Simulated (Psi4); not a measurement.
CH$_{3}$S (SMILES [CH2]S), doublet, at a GFN2-xTB geometry. Base run: HF/pcseg-1 in Psi4.

The Psi4 input:
```
memory 2 GB

molecule {
0 2
  C     0.08133729    1.12203680   -0.12550724
  S    -0.07291609   -0.56203814    0.13309778
  H     0.80181200   -0.95782336   -0.79481219
  H    -0.53276719    1.73924269    0.49787221
  H     0.40958879    1.47897019   -1.07958105
}

set basis pcseg-1
set reference uhf

energy('scf')
print_variables()
```

The base run was repeated with changes; each row names its change, and settings that it needs were set with it.

```
change                                        ΔE vs base (mEh)  SCF cycles  basis functions
--------------------------------------------  ----------------  ----------  ---------------
base                                                     0.000          11               47
puream = true                                            0.000          11               47
cholesky_tolerance = 1e-6 (with scf_type cd)            -0.030          11               47
damping_percentage = 20                                  0.001          22               47
df_basis_scf = def2-universal-jkfit                      0.000          11               47
guess = sadno                                            0.000          11               47
d_convergence = 1e-10                                    0.000          20               47
scf_type = pk                                           -0.037          11               47
scf_type = mem_df                                        0.000          11               47
guess = sapgau                                           0.000          11               47
e_convergence = 1e-4                                     0.000          11               47
basis_guess = sto-3g                                     0.000          10               47
df_basis_scf = cc-pvtz-jkfit                            -0.005          11               47
```

Open shells are given as the SCF converged; they aren't shown to be the lowest states, and a large step between rows can be another state.
